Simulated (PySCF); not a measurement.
# Tb²⁺ (terbium, charge +2) across methods

[Xe] 4f9, one real determinant. Calculation: PySCF 2.14, in x2c-TZVPPall; the spin-free X2C one-electron Hamiltonian (Gaussian nucleus).

```
method   E (hartree)  mean ε 5p β (eV)  mean ε 4f α (eV)  mean ε 4f β (eV)  Σ⟨r²⟩ (bohr²)   ⟨S²⟩
   UHF  -11703.56015           -43.136           -28.600           -22.855          38.30  8.759
   LDA     -11699.30           -37.908           -18.342           -14.838          38.62  8.754
r2SCAN     -11707.90           -38.147           -18.091           -14.664          38.47  8.756
   PBE     -11707.64           -37.603           -18.029           -14.809          38.63  8.754
```

(1) Estimate the same row for PBE0.

⟨L²⟩ = 24.02 against 30 for a pure H term, so this real determinant mixes terms. Spin-orbit coupling, absent here, splits the open shell strongly.

Results:

(1) E (hartree) = -11707.52; mean ε 5p β (eV) = -39.322; mean ε 4f α (eV) = -20.826; mean ε 4f β (eV) = -17.052; Σ⟨r²⟩ (bohr²) = 38.46; ⟨S²⟩ = 8.755.
